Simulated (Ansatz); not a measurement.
CH4FISi (`C[SiH](F)I`). The species carries charge 0 and has multiplicity 1. I takes the def2 core potential. The geometry is a stationary point of PBE0-D4/def2-TZVP.

```xyz
8

C     0.085    1.012    0.196
Si    0.118   -0.789   -0.209
F     0.986   -1.561    0.885
I    -2.133   -1.716   -0.170
H    -0.496    1.557   -0.552
H    -0.368    1.179    1.175
H     1.103    1.411    0.207
H     0.705   -1.093   -1.532
```

(1) What is the dipole moment at ωB97M-V/def2-TZVPP? (Best estimate.)

(2) And with PBE, r2SCAN, B3LYP? (An estimate is asked.)

(3) Give the Mulliken charges with ωB97M-V, B3LYP, r2SCAN in def2-TZVPP. (An estimate is asked.)

Results:

(1) The calculation gave: 2.06 D, with components (0.46, 1.93, -0.58) D in this frame, pointing from negative to positive charge.

(2) The calculation gave: PBE 1.97 D, r2SCAN 2.05 D, B3LYP 2.03 D.

(3) Computed: 
| atom | ωB97M-V | B3LYP | r2SCAN |
| --- | --- | --- | --- |
| C1 | -0.44 | -0.38 | -0.31 |
| Si2 | 0.53 | 0.60 | 0.62 |
| F3 | -0.30 | -0.31 | -0.31 |
| I4 | -0.16 | -0.18 | -0.18 |
| H5 | 0.13 | 0.12 | 0.09 |
| H6 | 0.14 | 0.12 | 0.09 |
| H7 | 0.13 | 0.11 | 0.09 |
| H8 | -0.03 | -0.08 | -0.09 |

B3LYP here is the variant with VWN-RPA as its local correlation; programs differ in this.
